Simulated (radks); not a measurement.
Task: These are the eigenvalues of the occupied orbitals of an atom or ion with whole-number occupations (eV). All-electron calculation, scalar-relativistic Kohn-Sham, PBE, spin-polarised, spherical densities, finite nucleus; Fermi nuclear charge, rms radius of each element as measured or else 0.836 A^(1/3) + 0.57 fm. Program: a radial shooting solver on a logarithmic mesh with Libxc functionals.

1s up: -53664.44
1s down: -53664.44
2s up: -8948.127
2s down: -8948.094
2p up: -7941.929
2p down: -7941.905
3s up: -2003.041
3s down: -2001.487
3p up: -1694.056
3p down: -1692.507
3d up: -1296.379
3d down: -1295.196
4s up: -408.6474
4s down: -405.1941
4p up: -306.9242
4p down: -303.5079
4d up: -168.3488
4d down: -164.9754
5s up: -63.7753
5s down: -62.0469
5p up: -39.9403
5p down: -38.6920
4f up: -18.3106
4f down: -15.3806

Which element is it, and in what charge state? The configuration may be excited. Open shells, if any, are filled with parallel spins first.

Result: Z = 66, dysprosium, charge +2: Dy2+ in [Xe] 4f10. The list shows which subshells hold electrons but not how many an open one holds; the 1s level, -1972.1 hartree, gives Z - s = 62.8 by -(Z - s)^2/2, which with screening and relativity narrows Z to a few neighbours, and the depths of the outer levels then fix element, charge and occupations together.
